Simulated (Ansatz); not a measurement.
Relaxation of Cl₃FH₂OSi (8 atoms, charge 0, multiplicity 1), to a largest force component of 0.03 eV/Å in at most 50 steps.

These are results of Ansatz, RKS r2SCAN/def2-SVP, not measurements.

```xyz
8
Properties=species:S:1:pos:R:3:forces:R:3
Si 0.249 0.075 -0.170 0.09 -0.08 -0.42
F 0.205 0.027 1.431 0.07 0.03 0.40
Cl 2.239 -0.003 -0.632 0.04 -0.01 0.00
Cl -0.486 1.792 -0.944 -0.07 0.04 0.01
Cl -0.600 -1.619 -0.938 0.01 -0.01 -0.04
O -2.397 0.066 0.974 0.38 -0.31 0.67
H -2.781 -0.774 0.681 0.03 0.09 0.01
H -1.880 -0.194 1.772 -0.55 0.25 -0.63
```

Q: Where does it end, and by what steps?

A: The forces met the threshold. The force dipped under the threshold on the way, but the program's further checks kept it going. After 14 steps the energy has fallen by 0.029 eV; H8 moved furthest, 0.32 Å.

| step | energy less start (eV) | largest force component (eV/Å) | accepted |
| --- | --- | --- | --- |
| 0 | 0.0000 | 0.673 | yes |
| 1 | -0.0182 | 0.686 | yes |
| 2 | -0.0217 | 0.601 | yes |
| 3 | -0.0245 | 0.476 | yes |
| 4 | -0.0253 | 0.210 | yes |
| 5 | -0.0279 | 0.116 | yes |
| 6 | -0.0272 | 0.250 | no |
| 7 | -0.0287 | 0.030 | yes |
| 8 | -0.0289 | 0.037 | yes |
| 9 | -0.0288 | 0.143 | no |
| 10 | -0.0292 | 0.010 | yes |
| 11 | -0.0291 | 0.088 | no |
| 12 | -0.0292 | 0.012 | yes |
| 13 | -0.0291 | 0.083 | no |
| 14 | -0.0293 | 0.016 | yes |

```xyz
8
Properties=species:S:1:pos:R:3
Si 0.296 0.047 -0.203
F 0.235 -0.054 1.404
Cl 2.287 0.003 -0.665
Cl -0.474 1.795 -0.877
Cl -0.562 -1.600 -1.050
O -2.457 0.030 0.932
H -2.692 -0.900 0.809
H -2.083 0.048 1.824
```

Whether the end is a true minimum wasn't checked by a vibrational analysis.

Time of the run: 42 s on 4 threads of Arm Neoverse V2, on a shared host, peak memory 0.2 GiB.
